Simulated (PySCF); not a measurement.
## Energy of Ne²⁺ (neon, charge +2) between two integer charges

The 2p beta orbital of [He] 2s2 2p4 is emptied in steps (occupation f), with all orbitals relaxed, ending at [He] 2s2 2p3. Computed with PySCF 2.14 in aug-cc-pVDZ, with no relativity, point nucleus. The exact energy is a straight line in f; departures are measured from the line between the end points of the same method.

**Question.** Among UHF, LDA, PBE, PBE0, r2SCAN, LC-wPBE, BHandHLYP, wB97X, TPSS, BLYP, which shows the largest delocalisation error (convex curve), and which is closest to linear?

**Answer.** Most convex: LDA (-2.769 eV at f = 0.4); closest to linear: UHF (0.490 eV).

```json
{"f": "1", "UHF (eV)": "0.000", "LDA (eV)": "0.000", "PBE (eV)": "0.000", "PBE0 (eV)": "0.000", "r2SCAN (eV)": "0.000", "LC-wPBE (eV)": "0.000", "BHandHLYP (eV)": "0.000", "wB97X (eV)": "0.000", "TPSS (eV)": "0.000", "BLYP (eV)": "0.000"}
{"f": "0.8", "UHF (eV)": "0.346", "LDA (eV)": "-1.844", "PBE (eV)": "-1.819", "PBE0 (eV)": "-1.282", "r2SCAN (eV)": "-1.624", "LC-wPBE (eV)": "-0.920", "BHandHLYP (eV)": "-0.765", "wB97X (eV)": "-0.872", "TPSS (eV)": "-1.723", "BLYP (eV)": "-1.831"}
{"f": "0.6", "UHF (eV)": "0.504", "LDA (eV)": "-2.769", "PBE (eV)": "-2.725", "PBE0 (eV)": "-1.920", "r2SCAN (eV)": "-2.415", "LC-wPBE (eV)": "-1.373", "BHandHLYP (eV)": "-1.153", "wB97X (eV)": "-1.298", "TPSS (eV)": "-2.568", "BLYP (eV)": "-2.748"}
{"f": "0.4", "UHF (eV)": "0.490", "LDA (eV)": "-2.769", "PBE (eV)": "-2.716", "PBE0 (eV)": "-1.912", "r2SCAN (eV)": "-2.390", "LC-wPBE (eV)": "-1.359", "BHandHLYP (eV)": "-1.158", "wB97X (eV)": "-1.281", "TPSS (eV)": "-2.543", "BLYP (eV)": "-2.745"}
{"f": "0.2", "UHF (eV)": "0.318", "LDA (eV)": "-1.843", "PBE (eV)": "-1.799", "PBE0 (eV)": "-1.265", "r2SCAN (eV)": "-1.577", "LC-wPBE (eV)": "-0.892", "BHandHLYP (eV)": "-0.775", "wB97X (eV)": "-0.835", "TPSS (eV)": "-1.669", "BLYP (eV)": "-1.824"}
{"f": "0", "UHF (eV)": "0.000", "LDA (eV)": "0.000", "PBE (eV)": "0.000", "PBE0 (eV)": "0.000", "r2SCAN (eV)": "0.000", "LC-wPBE (eV)": "0.000", "BHandHLYP (eV)": "0.000", "wB97X (eV)": "0.000", "TPSS (eV)": "0.000", "BLYP (eV)": "0.000"}
```

| method | E(f=0) − E(f=1) (eV) | −ε at f=1 (eV) | −ε at f=0.4 (eV) |
| --- | --- | --- | --- |
| UHF | 61.710 | 63.935 | 61.234 |
| LDA | 63.623 | 52.127 | 65.943 |
| PBE | 63.890 | 52.526 | 66.216 |
| PBE0 | 63.705 | 55.684 | 65.349 |
| r2SCAN | 63.550 | 53.321 | 65.668 |
| LC-wPBE | 64.035 | 58.269 | 65.252 |
| BHandHLYP | 63.663 | 58.906 | 64.602 |
| wB97X | 63.435 | 57.967 | 64.612 |
| TPSS | 63.957 | 53.146 | 66.231 |
| BLYP | 64.026 | 52.604 | 66.339 |

Reference removal energy between the ground levels: 63.423 eV (measured; NIST Atomic Spectra Database, ionization energies). The calculation has no spin-orbit coupling. UHF lacks correlation.
